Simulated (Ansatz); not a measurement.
Si2Sn5. The state is a singlet with charge 0. Geometry PBE-D4/def2-SVP.

Cartesian coordinates in Å:
```
Si 0.337 1.008 0.457
Si -0.719 -0.487 2.112
Sn -2.414 0.784 0.321
Sn -0.620 1.273 -2.123
Sn -0.534 -1.547 -0.630
Sn 2.078 0.080 -1.479
Sn 1.873 -1.111 1.344
```

In the def2 sets Sn takes a core potential; there is no spin–orbit coupling. HSE06 is defined as in plane-wave codes, on full-range PBE exchange. The structure comes from a short search, and lower isomers may exist.

Question: Estimate the orbital energies around the gap (eV) in Ansatz with revPBE-D4/def2-TZVP, r2SCAN-D4/def2-TZVP, PBE0-D4/def2-SVP, PBE0-D4/def2-TZVP, HSE06-D4/def2-TZVP.

Answer: 
| orbital | revPBE-D4/def2-TZVP | r2SCAN-D4/def2-TZVP | PBE0-D4/def2-SVP | PBE0-D4/def2-TZVP | HSE06-D4/def2-TZVP |
| --- | --- | --- | --- | --- | --- |
| HOMO−13 | -14.66 | -15.43 | -16.87 | -16.64 | -16.21 |
| HOMO−12 | -11.92 | -12.51 | -13.72 | -13.57 | -13.14 |
| HOMO−11 | -11.83 | -12.40 | -13.57 | -13.41 | -12.98 |
| HOMO−10 | -10.32 | -10.80 | -11.83 | -11.72 | -11.30 |
| HOMO−9 | -9.37 | -9.76 | -10.66 | -10.57 | -10.16 |
| HOMO−8 | -9.20 | -9.60 | -10.48 | -10.40 | -9.99 |
| HOMO−7 | -8.84 | -9.22 | -10.18 | -10.11 | -9.70 |
| HOMO−6 | -5.93 | -6.25 | -6.88 | -6.77 | -6.41 |
| HOMO−5 | -5.88 | -6.20 | -6.78 | -6.71 | -6.35 |
| HOMO−4 | -5.83 | -6.15 | -6.76 | -6.66 | -6.31 |
| HOMO−3 | -5.36 | -5.66 | -6.20 | -6.13 | -5.78 |
| HOMO−2 | -5.33 | -5.64 | -6.18 | -6.12 | -5.77 |
| HOMO−1 | -5.26 | -5.55 | -6.11 | -6.05 | -5.70 |
| HOMO | -4.94 | -5.20 | -5.76 | -5.71 | -5.37 |
| LUMO | -3.29 | -3.38 | -2.86 | -2.83 | -3.17 |
| LUMO+1 | -2.65 | -2.71 | -2.17 | -2.16 | -2.51 |
| LUMO+2 | -2.55 | -2.60 | -2.03 | -2.03 | -2.38 |
| LUMO+3 | -1.76 | -1.75 | -1.31 | -1.30 | -1.63 |
| LUMO+4 | -1.69 | -1.64 | -1.20 | -1.20 | -1.54 |
| LUMO+5 | -1.66 | -1.61 | -1.20 | -1.19 | -1.53 |
